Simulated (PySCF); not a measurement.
Results of a calculation; reference values are marked as such.
## CH9O3Si3

The system: CH9O3Si3, a small molecule (built as: C site whose three back bonds go to OSiH3, OSiH3, OSiH3); neutral, doublet. The structure, one conformer, was relaxed in the gas phase by PBE0-D3(BJ)/def2-SVP. No frequency run checks that it is a minimum.

SMILES: [SiH3]O[C](O[SiH3])O[SiH3]

```xyz
16

C    -0.149    0.241   -0.696
O     0.595    1.220   -0.125
Si   -0.048    2.399    0.913
O    -1.360    0.079   -0.108
Si   -2.135   -1.425    0.030
O     0.529   -0.923   -0.850
Si    2.220   -1.039   -0.757
H    -0.498    1.804    2.203
H    -1.169    3.118    0.250
H     1.099    3.315    1.150
H    -3.467   -1.078    0.593
H    -2.279   -2.058   -1.309
H    -1.409   -2.332    0.963
H     2.712   -0.776    0.624
H     2.492   -2.452   -1.132
H     2.856   -0.106   -1.726
```
(Å; atoms numbered from 1)

EPR values by unrestricted B3LYP, IGLO-III on C O Si, pcH-1 on H.

Predict g and the largest hyperfine couplings. Where does the spin sit?

g = 2.0022, 2.0035, 2.0035. The spin sits on C1 (84 %, bonded to 3 O) by Mulliken populations.
| atom | isotope | isotropic (MHz) | dipolar, principal values (MHz) |
| --- | --- | --- | --- |
| C1 | 13C | 508.9 | -63.8, -63.8, 127.6 |
| O2 | 17O | -71.1 | -30.6, 14.8, 15.8 |
| O4 | 17O | -70.8 | -30.7, 14.8, 15.9 |
| O6 | 17O | -70.6 | -30.7, 14.8, 15.9 |
| H8 | 1H | 12.0 | -1.8, -1.2, 3.0 |
| H13 | 1H | 11.9 | -1.8, -1.2, 3.0 |

How do the isotropic couplings move with BHandHLYP?

C1 508.9 to 552.6 MHz, O2 -71.1 to -68.9 MHz, O4 -70.8 to -68.7 MHz, O6 -70.6 to -68.6 MHz.

The 2 runs behind this took 6.5 min in all, one thread each of Arm Neoverse V1 on a shared host, launched as `OMP_NUM_THREADS=1 python cluster_run.py task.json out`.
